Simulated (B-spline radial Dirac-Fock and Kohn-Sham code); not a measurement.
# What relativity does to the binding energies of Lu⁷⁺

System: Lu⁷⁺, configuration [Kr] 4d10 4f13 5s2 5p3.

Both columns are ΔSCF binding energies of the configuration average from a B-spline atomic structure program: non-relativistic Hartree-Fock with a point nucleus, and Dirac-Fock with a finite nucleus and the Coulomb interaction alone, averaged over the two j levels with weights 2j+1.

| shell | Hartree-Fock (eV) | Dirac-Fock (eV) | shift (eV) | shift (%) |
| --- | --- | --- | --- | --- |
| 1s | 59021.7 | 63736.3 | +4714.59 | +7.99 |
| 2s | 9794.0 | 11035.6 | +1241.63 | +12.68 |
| 2p | 9352.9 | 9762.4 | +409.49 | +4.38 |
| 3s | 2322.7 | 2626.8 | +304.04 | +13.09 |
| 3p | 2120.3 | 2233.7 | +113.37 | +5.35 |
| 3d | 1747.3 | 1733.0 | -14.25 | -0.82 |
| 4s | 559.6 | 633.8 | +74.17 | +13.25 |
| 4d | 323.7 | 320.9 | -2.78 | -0.86 |
| 4f | 129.0 | 122.6 | -6.47 | -5.01 |
| 5s | 152.4 | 165.8 | +13.34 | +8.75 |
| 5p | 127.9 | 131.9 | +3.94 | +3.08 |

Relativity binds 1s, 2s, 2p, 3s, 3p, 4s, 5s, 5p more strongly, among those listed most of all 4s in relative terms, and 3d, 4d, 4f more weakly, because the contracted s and p shells screen the nucleus better.

Values without a named source are computed, but for edge energies of neutral atoms, which are taken from tables.
